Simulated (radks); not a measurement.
Problem. All-electron atom: the titanium ion Ti5+ in [Ne] 3s2 3p5. Method: non-relativistic Kohn-Sham, BLYP, spin-polarised, spherical densities, point nucleus; open shells are filled with parallel spins first; computed with a radial shooting solver on a logarithmic mesh with Libxc functionals. Some entries of the table are withheld. Estimate them.

orbital,occ.,eigenvalue (eV),r(max) (bohr)
1s up,1,-4920.430,0.04613
1s down,1,-4920.012,0.04613
2s up,1,-612.6088,0.2712
2s down,1,-612.2748,0.2713
2p up,3,-525.5318,0.2202
2p down,3,-525.0399,0.2203
3s up,1,(1),0.8526
3s down,1,(2),0.8531
3p up,3,(3),0.8667
3p down,2,(4),0.8676

Solution. 
(1) 3s up eigenvalue (eV): -134.8631
(2) 3s down eigenvalue (eV): -133.0912
(3) 3p up eigenvalue (eV): -110.8458
(4) 3p down eigenvalue (eV): -109.1367
